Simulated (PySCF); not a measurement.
## Broadened absorption spectrum of C5H6BrFO

Species: C5H6BrFO.
Geometry (PBE0-D3(BJ)/def2-SVP, Å), atoms numbered from 1 in this order:
```
atom  x, y, z in Å
C1    -0.5956    0.9663    0.9902
C2    -0.2182   -0.2280    0.1704
C3    -0.9240   -1.5113    0.4616
C4     0.7089   -0.1884   -0.8125
F5     0.9997   -1.2897   -1.5048
C6     1.4429    1.0237   -1.2000
O7     1.3289    2.1007   -0.7077
Br8    2.6913    0.7393   -2.6730
H9     0.2838    1.4871    1.3925
H10   -1.1320    1.7107    0.3797
H11   -1.2508    0.6648    1.8185
H12   -0.6016   -2.3304   -0.1906
H13   -0.7533   -1.8002    1.5121
H14   -2.0123   -1.3707    0.3502
```

The calculation used TDDFT B3LYP/def2-SVPD, vertical, gas phase, core orbitals frozen in the response in PySCF 2.14.0, density-fitted response routines. The B3LYP/def2-SVPD calculation is non-relativistic and has no spin–orbit coupling, an omission that weighs most on bromine.

Computed states:

```tsv
state	E (eV)	f
S1	4.15	0.0003
S2	4.72	0.0010
S3	4.89	0.356
S4	5.13	0.052
S5	6.08	0.0003
S6	6.28	0.011
S7	6.53	0.0014
S8	6.77	0.0024
S9	7.07	0.0014
S10	7.27	0.102
```

Each state is given a Gaussian of 0.4 eV full width at half maximum, with ε(max) = 2.175×10⁸ f / Δν̃ (Δν̃ the width in cm⁻¹). The width is an assumption, not a result. The curve ends short of the highest state used, and states not computed would add to its high-energy end.

Q: Give the broadened spectrum and its maxima.

A: 
| E (eV) | ε (L mol⁻¹ cm⁻¹) |
| --- | --- |
| 3.55 | 0 |
| 3.66 | 0 |
| 3.77 | 2 |
| 3.88 | 5 |
| 3.98 | 12 |
| 4.09 | 19 |
| 4.20 | 27 |
| 4.31 | 92 |
| 4.41 | 487 |
| 4.52 | 2375 |
| 4.63 | 7766 |
| 4.74 | 16847 |
| 4.84 | 23975 |
| 4.95 | 24408 |
| 5.06 | 17501 |
| 5.17 | 9433 |
| 5.27 | 4445 |
| 5.38 | 1590 |
| 5.49 | 436 |
| 5.60 | 86 |
| 5.70 | 18 |
| 5.81 | 24 |
| 5.92 | 96 |
| 6.03 | 280 |
| 6.13 | 535 |
| 6.24 | 757 |
| 6.35 | 736 |
| 6.45 | 546 |
| 6.56 | 347 |
| 6.67 | 267 |

Maxima: 253 nm (4.90 eV), ε about 25000, made up of S3 (94%); 197 nm (6.29 eV), ε about 780, made up of S6 (94%) (ε in L mol⁻¹ cm⁻¹; maxima over ε = 5, shares over 10%).

Q: What would ε be at 4.90 eV, the highest of these maxima, with half the width (0.2 eV)?

A: About 47700 L mol⁻¹ cm⁻¹ against 25400, a factor of about 1.9; a lone state at its own centre would give exactly 2.

Q: Coming from long wavelengths, where does ε first pass 100 L mol⁻¹ cm⁻¹?

A: At about 287 nm (4.32 eV), 0.16 eV above S1.

Q: On this curve, what absorbance would a 10⁻³ mol/L sample give at 254 nm over a 1 cm path?

A: 254 nm is 4.881 eV, where ε is about 25000 L mol⁻¹ cm⁻¹, so A = ε c l ≈ 25 (Beer–Lambert, with the gas-phase spectrum and the assumed width).

The run took 6.8 min of wall time on one thread, Arm Neoverse V1 (aarch64), shared host with 32 logical CPUs at a one-minute load of 8.1, and the process peaked at 1.0 GiB of memory.

One conformer stands for the species.
